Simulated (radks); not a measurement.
Question: Yb II, 69 electrons, occupied as [Xe] 4f14 6s1. Method: scalar-relativistic Kohn-Sham, LDA (Slater exchange, VWN5 correlation), spin-polarised, spherical densities, finite nucleus; open shells are filled with parallel spins first (spin-orbit coupling, left out, can overturn this in heavy ions); Fermi nuclear charge, rms radius 5.3108 fm; computed with a radial shooting solver on a logarithmic mesh with Libxc functionals. Some entries of the table are withheld. Estimate them.

| orbital | occ. | eigenvalue (eV) | <r^2> (bohr^2) | r(max) (bohr) |
|---|---|---|---|---|
| 1s up | 1 | -61180.10 | 0.0005307 | 0.01238 |
| 1s down | 1 | -61180.09 | 0.0005307 | 0.01238 |
| 2s up | 1 | -10372.79 | 0.008221 | 0.07064 |
| 2s down | 1 | -10372.78 | 0.008221 | 0.07064 |
| 2p up | 3 | -9148.435 | 0.006718 | 0.05757 |
| 2p down | 3 | -9148.429 | 0.006718 | 0.05757 |
| 3s down | 1 | -2342.678 | 0.05380 | 0.1996 |
| 3s up | 1 | -2342.675 | 0.05380 | 0.1996 |
| 3p down | 3 | -1973.451 | 0.05427 | 0.1967 |
| 3p up | 3 | -1973.448 | 0.05427 | 0.1967 |
| 3d down | 5 | -1522.457 | 0.04513 | 0.1602 |
| 3d up | 5 | -1522.456 | 0.04513 | 0.1602 |
| 4s down | 1 | -465.6665 | 0.2692 | 0.4552 |
| 4s up | 1 | -465.6604 | 0.2692 | 0.4552 |
| 4p down | 3 | -344.3685 | 0.3062 | 0.4764 |
| 4p up | 3 | -344.3645 | 0.3062 | 0.4764 |
| 4d up | 5 | -184.5486 | 0.3649 | 0.4909 |
| 4d down | 5 | -184.5485 | 0.3649 | 0.4909 |
| 5s up | 1 | -61.9735 | 1.647 | 1.070 |
| 5s down | 1 | -61.9179 | 1.643 | 1.070 |
| 5p up | 3 | -34.4912 | 2.407 | 1.232 |
| 5p down | 3 | -34.3694 | 2.384 | 1.231 |
| 4f up | 7 | -10.0403 | 0.8692 | 0.4825 |
| 4f down | 7 | -10.0097 | 0.8505 | 0.4824 |
| 6s up | 1 | -9.8661 | 13.63 | 3.041 |
| 6s down | 0 | -9.0676 | 14.03 | 3.027 |
| 5d up | 0 | -6.9699 | (1) | 1.998 |
| 5d down | 0 | -6.3954 | (2) | 1.939 |
| 6p up | 0 | -5.9141 | 22.86 | (3) |
| 6p down | 0 | -5.2796 | 25.09 | (4) |
| 7s up | 0 | (5) | 70.95 | 7.378 |
| 7s down | 0 | (6) | 75.69 | 7.617 |
| 5f up | 0 | -1.0435 | 175.4 | 9.827 |
| 5f down | 0 | -0.9944 | 207.2 | 11.05 |

Answer: 
(1) 5d up <r^2> (bohr^2): 9.420
(2) 5d down <r^2> (bohr^2): 9.284
(3) 6p up r(max) (bohr): 3.952
(4) 6p down r(max) (bohr): 4.075
(5) 7s up eigenvalue (eV): -2.9006
(6) 7s down eigenvalue (eV): -2.7645
